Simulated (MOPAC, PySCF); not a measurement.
[Ta(Cl)3(NH2)2], neutral singlet in the gas phase. 

Z-matrix (Å, degrees):
```
Ta
N 1 1.9388
H 2 1.0181 1 126.85
H 2 1.0210 3 111.30 1 -180.00
N 1 1.9840 2 105.36 3 0.05
H 5 1.0192 1 123.52 2 -98.78
H 5 1.0192 6 110.95 1 164.35
Cl 1 2.3537 2 107.88 3 -179.96
Cl 1 2.3641 2 101.58 3 -86.56
Cl 1 2.3641 2 101.59 3 86.65
```
Charge 0, spin multiplicity 1.

All levels are single points at this geometry (r2SCAN-D4/def2-SVP); Pople sets use spherical d functions. Orbital energies aren't observables, and empty levels follow the basis.

SVWN5/6-31G* (LANL2DZ on Ta) in PySCF gives dipole (D) = 4.23.

Question: Estimate the dipole (D) from each of these levels: PBE-D3(BJ)/def2-TZVP in PySCF; TPSSh-D3(BJ)/def2-TZVP in PySCF; M06-2X/6-31G* (LANL2DZ on Ta) in PySCF; PBE/6-31G* (LANL2DZ on Ta) in PySCF; PM7 in MOPAC.

Answer: 
```csv
level,dipole (D)
PBE-D3(BJ)/def2-TZVP in PySCF,3.61
TPSSh-D3(BJ)/def2-TZVP in PySCF,3.68
M06-2X/6-31G* (LANL2DZ on Ta) in PySCF,4.48
PBE/6-31G* (LANL2DZ on Ta) in PySCF,4.23
PM7 in MOPAC,5.97
```
